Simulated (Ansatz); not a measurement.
Input and output for `C[CH](C)[Al]([NH2])[CH](C)C`.

```yaml
crystal:
  periodic: [false, false, false]
  atoms:
    - {symbol: C, position_ang: [2.090705, 1.272044, -1.535666]}
    - {symbol: C, position_ang: [1.471541, 0.378297, -0.488426]}
    - {symbol: C, position_ang: [2.199482, 0.443890, 0.893919]}
    - {symbol: Al, position_ang: [-0.477622, 0.609390, -0.239203]}
    - {symbol: N, position_ang: [-1.185976, 2.126323, -0.913695]}
    - {symbol: C, position_ang: [-1.641431, -0.740385, 0.605117]}
    - {symbol: C, position_ang: [-2.224027, -1.694777, -0.417511]}
    - {symbol: C, position_ang: [-1.063217, -1.453213, 1.792777]}
    - {symbol: H, position_ang: [3.137504, 1.107282, -1.653187]}
    - {symbol: H, position_ang: [1.609869, 1.111932, -2.489472]}
    - {symbol: H, position_ang: [1.996393, 2.302244, -1.246171]}
    - {symbol: H, position_ang: [1.602140, -0.720526, -0.856373]}
    - {symbol: H, position_ang: [1.806255, -0.268272, 1.601403]}
    - {symbol: H, position_ang: [2.061518, 1.409739, 1.237122]}
    - {symbol: H, position_ang: [3.281204, 0.243959, 0.712822]}
    - {symbol: H, position_ang: [-0.719960, 2.748797, -1.509101]}
    - {symbol: H, position_ang: [-2.149139, 2.355966, -0.803528]}
    - {symbol: H, position_ang: [-2.504775, -0.176126, 1.027547]}
    - {symbol: H, position_ang: [-2.952794, -2.431814, -0.006158]}
    - {symbol: H, position_ang: [-1.394435, -2.304097, -0.866799]}
    - {symbol: H, position_ang: [-2.723406, -1.216268, -1.212460]}
    - {symbol: H, position_ang: [-0.122461, -2.023392, 1.465615]}
    - {symbol: H, position_ang: [-0.667392, -0.767128, 2.552554]}
    - {symbol: H, position_ang: [-1.704024, -2.214024, 2.254273]}
basis:
  gaussian: {orbitals: ANO-RCC-VTZP}
hamiltonian: {xc: {name: r2SCAN0}, dispersion: d3bj}
```

```sh
$ ansatz run in.yaml --threads 4 --pin off --events-out ev --progress --plain --max-ram 66560MiB --backend cuda --devices 0, --max-vram 37GiB
```

Output, abridged:

```
Warning: the engine holds no damping parameters fitted to this dispersion correction and functional, so the run takes those fitted to r2scan0 beside the three-body term, which d3bj leaves out (hamiltonian.dispersion, under Limitations)
Functional definition: r2SCAN0
2910 factors; their error is unknown
mean field evaluation 1: about -14560.5664 eV, gradient 1.0e2 eV
mean field evaluation 2: about -14548.4962 eV, gradient 1.2e2 eV
mean field evaluation 4: about -14583.4839 eV, gradient 6.3e0 eV
mean field evaluation 8: about -14583.5761 eV, gradient 9.2e-2 eV
mean field evaluation 16: about -14583.5276 eV, gradient 9.3e-5 eV
mean field -14583.52763310 eV, -535.9347554465 hartree, gradient 3.0e-5 eV, S^2 0.000000; 0 other end points of the search recorded, 0 dependent functions left out
reference -14583.52766012 eV, -535.9347564394 hartree; 36, 36 occupied and 432, 432 virtual orbitals, 2910 factors
Total energy: -14583.73287654 eV, -535.9422980036 hartree
Relativity: scalar
```

Run time 7 s (4 threads of an AMD EPYC 7R13 on a shared host and a share of an NVIDIA H100 80 GB); peak host memory 1.4 GiB.
